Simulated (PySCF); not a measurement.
Compound: C5H2F6.
Atom-mapped SMILES: `[CH2:1]=[C:2]=[C:3]([C:4]([F:5])([F:6])[F:7])[C:8]([F:9])([F:10])[F:11]` (hydrogens: H12, H13 on C1)

The same species was optimised twice, with GFN2-xTB and with PBE0-D3(BJ)/def2-SVP (PySCF), and the same property calculations (PySCF, gas phase) were run on both structures.

| coordinate | GFN2-xTB | PBE0-D3(BJ)/def2-SVP | change |
| --- | --- | --- | --- |
| C1=C2 (Å) | 1.285 | 1.301 | +0.016 |
| C8–F9 (Å) | 1.338 | 1.329 | -0.009 |
| C4–F7 (Å) | 1.338 | 1.329 | -0.009 |
| C4–F5 (Å) | 1.341 | 1.333 | -0.008 |
| C8–F10 (Å) | 1.341 | 1.333 | -0.008 |
| C2=C3 (Å) | 1.306 | 1.311 | +0.005 |
| C3–C8 (Å) | 1.509 | 1.511 | +0.002 |
| C3–C4 (Å) | 1.509 | 1.511 | +0.002 |
| C8–F11 (Å) | 1.334 | 1.333 | -0.001 |
| C4–F6 (Å) | 1.334 | 1.334 | 0.000 |
| C3–C4–F6 (°) | 112.4 | 110.8 | -1.6 |
| C3–C8–F11 (°) | 112.4 | 110.9 | -1.5 |
| F9–C8–F10 (°) | 106.5 | 107.8 | +1.3 |
| F5–C4–F7 (°) | 106.5 | 107.7 | +1.2 |
| C4–C3–C8 (°) | 116.4 | 117.5 | +1.1 |
| F9–C8–F11 (°) | 107.2 | 108.2 | +1.0 |
| F6–C4–F7 (°) | 107.2 | 108.2 | +1.0 |
| C3–C8–F10 (°) | 112.0 | 111.2 | -0.8 |
| C2–C3–C4–F5 (°) | -99 | -107 | -8 |
| C2–C3–C8–F9 (°) | 20 | 16 | -4 |

Rotational constants: A = 1351, B = 1039, C = 741.3 MHz (GFN2-xTB) against A = 1351, B = 1048, C = 745.8 MHz (PBE0-D3(BJ)/def2-SVP). Point groups within 0.08 Å: C2 and C2. Atoms that the bonding makes alike are paired by their places after alignment.

On the GFN2-xTB structure: HOMO (eV) -9.18 [PBE0/pcSseg-1]; LUMO (eV) -1.39 [PBE0/pcSseg-1]; dipole (D) 3.61 [PBE0/pcSseg-1]; GIAO shielding of C1 (ppm) 95.3 [PBE0/pcSseg-1]; GIAO shielding of C2 (ppm) -35.3 [PBE0/pcSseg-1]; GIAO shielding of C3 (ppm) 84.8 [PBE0/pcSseg-1]; GIAO shielding of C4/C8 (mean) (ppm) 56.5 [PBE0/pcSseg-1]; GIAO shielding of F5 (×6) (mean) (ppm) 245.2 [PBE0/pcSseg-1].

What do these properties become on the PBE0-D3(BJ)/def2-SVP structure?

```json
{"property": "HOMO (eV)", "level": "PBE0/pcSseg-1", "on GFN2-xTB": "-9.18", "on PBE0-D3(BJ)/def2-SVP": "-9.07", "change": "+0.11"}
{"property": "LUMO (eV)", "level": "PBE0/pcSseg-1", "on GFN2-xTB": "-1.39", "on PBE0-D3(BJ)/def2-SVP": "-1.28", "change": "+0.11"}
{"property": "dipole (D)", "level": "PBE0/pcSseg-1", "on GFN2-xTB": "3.61", "on PBE0-D3(BJ)/def2-SVP": "3.43", "change": "-0.18"}
{"property": "energy, GFN2-xTB geometry as zero (kcal/mol)", "level": "PBE0/pcSseg-1", "on GFN2-xTB": "0.0", "on PBE0-D3(BJ)/def2-SVP": "-0.6", "change": "-0.6"}
{"property": "GIAO shielding of C1 (ppm)", "level": "PBE0/pcSseg-1", "on GFN2-xTB": "95.3", "on PBE0-D3(BJ)/def2-SVP": "92.3", "change": "-3.0"}
{"property": "GIAO shielding of C2 (ppm)", "level": "PBE0/pcSseg-1", "on GFN2-xTB": "-35.3", "on PBE0-D3(BJ)/def2-SVP": "-38.5", "change": "-3.2"}
{"property": "GIAO shielding of C3 (ppm)", "level": "PBE0/pcSseg-1", "on GFN2-xTB": "84.8", "on PBE0-D3(BJ)/def2-SVP": "83.1", "change": "-1.7"}
{"property": "GIAO shielding of C4/C8 (mean) (ppm)", "level": "PBE0/pcSseg-1", "on GFN2-xTB": "56.5", "on PBE0-D3(BJ)/def2-SVP": "58.3", "change": "+1.8"}
{"property": "GIAO shielding of F5 (×6) (mean) (ppm)", "level": "PBE0/pcSseg-1", "on GFN2-xTB": "245.2", "on PBE0-D3(BJ)/def2-SVP": "250.5", "change": "+5.3"}
```

The heavy atoms differ by 0.092 Å rms after alignment. Among bonds between heavy atoms C1=C2 changes most (+0.016 Å). Changes are differences of the printed values. Neither structure is proved a minimum here.

The values belong to the conformer `[CH2:1]=[C:2]=[C:3]([C:4]([F:5])([F:6])[F:7])[C:8]([F:9])([F:10])[F:11]`: C2–C3–C4–F5 -107°, C2–C3–C8–F9 16°.
